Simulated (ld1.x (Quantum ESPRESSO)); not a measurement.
## What one change does to a pseudopotential (oxygen (O), TM semilocal)

```json
{
  "Element": "oxygen",
  "Generator": "ld1.x (Quantum ESPRESSO) 7.5",
  "Type": "norm-conserving Troullier–Martins (semilocal form)",
  "Functional": "LDA (PZ)",
  "Relativity": "scalar-relativistic",
  "Frozen core": "[He]",
  "Valence charge": "6",
  "Reference configuration": "2s2 2p4",
  "Partial waves": "2p (bound): rc 1.50 bohr; 2s (bound): rc 0.65 bohr",
  "Local potential": "the s channel",
  "Core correction": "none"
}
```

Change: core correction a·sin(br)/r model core inside 0.66 bohr.

Cutoffs: the cutoffs (Ry, on a coarse ladder) from which the occupation-weighted sum of valence levels, in a spherical-Bessel basis at the reference potential, stays within 10 and 1 mRy of its value at 400 Ry; they do not see the model core or the augmentation charge, which bear on the density cutoff. Errors are all-electron minus pseudo energies relative to the spin-unpolarised reference configuration.

Problem. Predict the effect on cutoff, ghosts and configuration errors.

Solution. The potential gets neither clearly harder nor softer (140 Ry and 300 Ry → 140 Ry and 300 Ry); of the 9 tests that both files solve, the error grows in 0 and shrinks in 3 by more than 15 % and 0.3 meV (median size 80.3 → 76.8 meV); neither file shows a bound ghost. Exchange and correlation are not linear in the density, so unscreening with the valence charge alone errs where core and valence overlap; a model core restores that term. A semilocal file is local in each channel, so a ghost entry of none says nothing of the separable form that plane-wave codes build from it. A model core, the more so a compact one, raises the density cutoff, which this test does not measure.

```csv
quantity,base,changed
"cutoff, loose",140 Ry,140 Ry
"cutoff, tight",300 Ry,300 Ry
bound ghosts,none,none
"error for 2s2 2p3, meV [ΔE 16.58 eV]",+3.0,+2.5
"error for 2s2 2p2, meV [ΔE 50.29 eV]",+124,+120
"error for 2s2 2p1, meV [ΔE 104.26 eV]",+708,+688
"error for 2s1 2p5, meV [ΔE 14.58 eV]",+20,+19
"error for 2s2 2p4.3, meV [ΔE -2.17 eV]",-0.6,-0.6
"error for 2s0 2p6, meV [ΔE 29.23 eV]",+80,+78
"error for 2s1 2p4, meV [ΔE 31.42 eV]",-44,-44
"error for 2s2 2p4 (spin-polarised), meV [ΔE -1.41 eV]",+97,+77
"error for 2s2 2p3 (spin-polarised), meV [ΔE 12.57 eV]",+293,+225
s: phases at 1.65 bohr within 0.05 rad from the reference energy up to (Ry; the scan ends near 5),4.9,4.9
p: phases at 1.65 bohr within 0.05 rad from the reference energy up to (Ry; the scan ends near 5),2.8,2.8
```
